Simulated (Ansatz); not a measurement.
InO3H3. Charge 0, multiplicity 1. Geometry PBE0-D4/def2-SVP, basis def2-TZVP, Ansatz.

```xyz
7

In    0.816    1.093   -1.159
O     0.279   -0.923   -0.385
O     0.114    0.997    1.275
O    -1.007   -0.741   -1.034
H     0.065    0.047    0.958
H     0.750    1.009    1.999
H    -1.017   -1.483   -1.653
```

| run | HOMO (eV) | LUMO (eV) |
| --- | --- | --- |
| A | -5.32 | -1.86 |
| B | -5.01 | -1.86 |
| C | -5.31 | -1.66 |
| D | -6.46 | -1.22 |
| E | -5.87 | -1.43 |

In the def2 sets In takes a core potential; there is no spin–orbit coupling. The structure holds 1 bond(s) between oxygen atoms. Another isomer (singlet) lies 2.42 eV lower at PBE0-D4/def2-TZVP; other spin states weren't run for this one.

**Question.** The runs used B97M-V, PBE, PBE0, r2SCAN, r2SCANh. Estimate which is which.

**Answer.** A B97M-V (0 % exact exchange); B PBE (0 % exact exchange); C r2SCAN (0 % exact exchange); D PBE0 (25 % exact exchange); E r2SCANh (10 % exact exchange). Exact exchange lowers occupied and raises empty levels; among semilocal functionals meta-GGAs tend to open the gap a little, and such runs are hard to tell apart. The gap grows from 3.15 eV (PBE) to 5.24 eV (PBE0).
